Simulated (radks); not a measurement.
Q: Radial electron density D(r) = 4 pi r^2 rho(r) of an atom or ion with 57 electrons. All-electron calculation, scalar-relativistic Kohn-Sham, PBE, spin-polarised, spherical densities, point nucleus. Program: a radial shooting solver on a logarithmic mesh with Libxc functionals.

```
   r/bohr * D(r) (the largest magnitude, 97.9, reaches the edge; | marks zero)
 0.002029 |    *
   0.0024 |     *
 0.002839 |       *
 0.003359 |         *
 0.003973 |            *
   0.0047 |               *
 0.005515 |                  *
 0.006524 |                      *
 0.007718 |                           *
  0.00913 |                               *
   0.0108 |                                   *
  0.01278 |                                      *
  0.01511 |                                        *
  0.01774 |                                         *
  0.02098 |                                        *
  0.02482 |                                      *
  0.02936 |                                    *
  0.03473 |                                    *
  0.04108 |                                      *
   0.0486 |                                          *
  0.05703 |                                                *
  0.06746 |                                                     *
   0.0798 |                                                      *
   0.0944 |                                                   *
   0.1117 |                                             *
   0.1321 |                                        *
   0.1563 |                                        *
   0.1834 |                                           *
   0.2169 |                                              *
   0.2566 |                                           *
   0.3035 |                                 *
   0.3591 |                     *
   0.4248 |                *
   0.5025 |                 *
   0.5897 |                  *
   0.6975 |                 *
   0.8251 |            *
   0.9761 |       *
    1.155 |     *
    1.366 |    *
    1.616 |   *
    1.896 |  *
    2.243 | *
    2.653 |*
    3.139 |*
    3.713 *
    4.392 *
    5.195 *
    6.097 *
    7.212 *
    8.532 *
    10.09 *
    11.94 *
    14.12 *
    16.71 *
    19.61 *
    23.19 *
```

What is the nuclear charge?

A: Z = 57. The innermost maximum, from 1s, lies near gamma/Z bohr with gamma = sqrt(1 - (Z/c)^2) = 0.909, here 0.016 bohr (found: 0.0175), and its height grows with Z. The density is that of neutral lanthanum in [Xe] 5d2 7s1; the configuration itself is not fixed sharply by these data, and Z only to a few units. D(r) has 5 maxima, at r = 0.0175, 0.0773, 0.219, 0.609, 10.2 bohr, and minima at 0.0336, 0.144, 0.446, 6.35 bohr, inside which lie 1.96, 11.17, 28.91, 56.04 electrons.
